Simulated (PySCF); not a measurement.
PBE on Se (selenium, neutral), [Ar] 3d10 4s1 4p4 4d1, one real determinant (an excited configuration). Calculation: PySCF 2.14, in dyall-av2z (16s12p8d, 92 functions); the non-relativistic Hamiltonian (point nucleus).

```
cycle= 1 E= -2400.45131189008  delta_E= -0.0275  |g|= 0.0867  |ddm|= 0.179
cycle= 2 E= -2400.45135510948  delta_E= -4.32e-05  |g|= 0.101  |ddm|= 0.0355
cycle= 3 E= -2400.4520157635  delta_E= -0.000661  |g|= 0.00375  |ddm|= 0.0146
cycle= 4 E= -2400.45201938428  delta_E= -3.62e-06  |g|= 0.00157  |ddm|= 0.0058
cycle= 5 E= -2400.45202013763  delta_E= -7.53e-07  |g|= 0.000268  |ddm|= 0.00199
cycle= 6 E= -2400.45202015972  delta_E= -2.21e-08  |g|= 9.82e-06  |ddm|= 0.000281
cycle= 7 E= -2400.4520201598  delta_E= -7.55e-11  |g|= 3.52e-07  |ddm|= 2.35e-05
converged SCF energy = -2400.4520201598  <S^2> = 6.0021502  2S+1 = 5.00086
```

Highest occupied orbital energy: 1.914 eV; ⟨L²⟩ = 8.00; populations by l: s 7.00, p 16.00, d 11.00.

**Question.** Can this result be used?

**Answer.** Not for this state. Self-consistency was reached. ⟨L²⟩ = 8.00 against 12 for a pure F term, so this real determinant mixes terms. The outer electron is Rydberg-like, and this basis confines it to a smaller radius and binds it less than a complete one would. At PBE the highest occupied level has a positive energy, so only the finite basis holds that electron; for this excited configuration the basis is too tight for the outer shell.
